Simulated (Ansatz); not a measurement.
The cluster Mo₃, 3 atoms. Hardware: 4 threads of Intel Xeon Platinum 8259CL on a shared host.

In the def2 sets Mo takes a core potential; there is no spin–orbit coupling. Correlated methods freeze no core orbitals; core or outer-core shells of Mo are correlated, in sets that lack core-valence functions.

(1) How many basis functions does each of these Ansatz runs have, and roughly what does it cost? PBE0-D4/def2-TZVPD, charge -1 doublet at the geometry of the charge 0 singlet, energy; HSE06-D4/def2-TZVP, charge 0 quintet, energy, from earlier orbitals; r2SCAN-D4/def2-TZVP, charge 0 unrestricted singlet, energy, from earlier orbitals; PBE-D4/def2-TZVPD, charge -1 doublet at the geometry of the charge 0 singlet, energy, from earlier orbitals; HSE06-D4/def2-TZVP, charge 0 triplet, energy, from earlier orbitals; r2SCAN-D4/def2-TZVP, charge 0 triplet, energy, from earlier orbitals; BLYP-D4/def2-TZVP, charge 0 singlet, energy, from earlier orbitals; HSE06-D4/def2-TZVP, charge 0 singlet, energy, from earlier orbitals; CCSD(T)/def2-TZVPD, charge -1 doublet at the geometry of the charge 0 singlet, energy, from earlier orbitals; RPA@PBE/def2-TZVP, charge 0 singlet, energy, from earlier orbitals; RPA@PBE/def2-TZVP, charge 0 triplet, energy, from earlier orbitals; ωB97X-V/def2-TZVP, charge 0 singlet, energy, from earlier orbitals.

## Answers

(1) Other jobs shared the machine, so times can vary by a factor of up to 3. A dash marks memory too small to be measured apart from the calling script's.

```json
{"run": "BLYP-D4/def2-TZVP, charge 0 singlet, energy, from earlier orbitals", "functions": "120", "fitting or Cholesky vectors": "924", "wall time": "2 s", "peak host memory (GiB)": "–"}
{"run": "HSE06-D4/def2-TZVP, charge 0 singlet, energy, from earlier orbitals", "functions": "120", "fitting or Cholesky vectors": "1134", "wall time": "2.3 s", "peak host memory (GiB)": "–"}
{"run": "HSE06-D4/def2-TZVP, charge 0 quintet, energy, from earlier orbitals", "functions": "120", "fitting or Cholesky vectors": "1134", "wall time": "3.8 s", "peak host memory (GiB)": "–"}
{"run": "RPA@PBE/def2-TZVP, charge 0 triplet, energy, from earlier orbitals", "functions": "120", "fitting or Cholesky vectors": "1071", "wall time": "4.3 s", "peak host memory (GiB)": "–"}
{"run": "HSE06-D4/def2-TZVP, charge 0 triplet, energy, from earlier orbitals", "functions": "120", "fitting or Cholesky vectors": "1134", "wall time": "4.4 s", "peak host memory (GiB)": "–"}
{"run": "r2SCAN-D4/def2-TZVP, charge 0 triplet, energy, from earlier orbitals", "functions": "120", "fitting or Cholesky vectors": "924", "wall time": "5 s", "peak host memory (GiB)": "–"}
{"run": "r2SCAN-D4/def2-TZVP, charge 0 unrestricted singlet, energy, from earlier orbitals", "functions": "120", "fitting or Cholesky vectors": "924", "wall time": "6.5 s", "peak host memory (GiB)": "–"}
{"run": "RPA@PBE/def2-TZVP, charge 0 singlet, energy, from earlier orbitals", "functions": "120", "fitting or Cholesky vectors": "1071", "wall time": "6.5 s", "peak host memory (GiB)": "–"}
{"run": "PBE-D4/def2-TZVPD, charge -1 doublet at the geometry of the charge 0 singlet, energy, from earlier orbitals", "functions": "120", "fitting or Cholesky vectors": "924", "wall time": "8.5 s", "peak host memory (GiB)": "–"}
{"run": "ωB97X-V/def2-TZVP, charge 0 singlet, energy, from earlier orbitals", "functions": "120", "fitting or Cholesky vectors": "1020", "wall time": "22 s", "peak host memory (GiB)": "–"}
{"run": "PBE0-D4/def2-TZVPD, charge -1 doublet at the geometry of the charge 0 singlet, energy", "functions": "120", "fitting or Cholesky vectors": "1134", "wall time": "84 s", "peak host memory (GiB)": "–"}
{"run": "CCSD(T)/def2-TZVPD, charge -1 doublet at the geometry of the charge 0 singlet, energy, from earlier orbitals", "functions": "120", "fitting or Cholesky vectors": "1071", "wall time": "2.4 min", "peak host memory (GiB)": "2.4"}
```
